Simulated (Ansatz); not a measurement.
`C=[C]([SiH3])[GaH2]`, 11 atoms. Charge 0, multiplicity 1. Correlated methods include outer-core shells of Ga, which these sets cover unevenly. Scalar relativity is left out up to krypton. All runs use 4 threads of an Intel Xeon Platinum 8488C on a shared host. Correlated methods freeze the cores.

(1) How many basis functions does each run have, and how long does it take in Ansatz? RHF-CCSD(T)/def2-SVP energy; RKS PBE0-D4/def2-SVP energy; RKS HSE06 (plane-wave form)-D4/def2-TZVPP energy; RKS r2SCAN-D4/def2-TZVPP energy and forces; RKS PBE0-D4/def2-TZVP relaxation (8 steps); RKS PBE0-D4/def2-TZVP frequencies; RKS ωB97M-V/def2-QZVPP energy; RKS ωB97M-V/def2-SVP energy; RKS B97M-V/def2-TZVPP energy; RKS PBE0-D4/def2-QZVPP energy; direct RPA on PBE orbitals/def2-TZVPP energy; RKS CAM-B3LYP-D4/def2-TZVPP energy. (Estimate.)

## Answers

(1) Computed: Other jobs shared the machine, so times are rough.

```json
{"level": "RKS PBE0-D4/def2-SVP", "job": "energy", "functions": "113", "wall time": "1 s", "peak host memory (GiB)": "0.45"}
{"level": "RKS CAM-B3LYP-D4/def2-TZVPP", "job": "energy", "functions": "250", "wall time": "2.7 s", "peak host memory (GiB)": "0.79"}
{"level": "RKS ωB97M-V/def2-SVP", "job": "energy", "functions": "113", "wall time": "3 s", "peak host memory (GiB)": "0.45"}
{"level": "RKS r2SCAN-D4/def2-TZVPP", "job": "energy and forces", "functions": "250", "wall time": "3 s", "peak host memory (GiB)": "0.38"}
{"level": "RKS HSE06 (plane-wave form)-D4/def2-TZVPP", "job": "energy", "functions": "250", "wall time": "3.5 s", "peak host memory (GiB)": "0.73"}
{"level": "direct RPA on PBE orbitals/def2-TZVPP", "job": "energy", "functions": "250", "wall time": "3.7 s", "peak host memory (GiB)": "0.6"}
{"level": "RHF-CCSD(T)/def2-SVP", "job": "energy", "functions": "113", "wall time": "3.9 s", "peak host memory (GiB)": "0.54"}
{"level": "RKS B97M-V/def2-TZVPP", "job": "energy", "functions": "250", "wall time": "5.5 s", "peak host memory (GiB)": "0.44"}
{"level": "RKS PBE0-D4/def2-QZVPP", "job": "energy", "functions": "483", "wall time": "9.5 s", "peak host memory (GiB)": "1.9"}
{"level": "RKS ωB97M-V/def2-QZVPP", "job": "energy", "functions": "483", "wall time": "15 s", "peak host memory (GiB)": "2.3"}
{"level": "RKS PBE0-D4/def2-TZVP", "job": "relaxation (8 steps)", "functions": "189", "wall time": "20 s", "peak host memory (GiB)": "0.53"}
{"level": "RKS PBE0-D4/def2-TZVP", "job": "frequencies", "functions": "189", "wall time": "110 s", "peak host memory (GiB)": "0.54"}
```
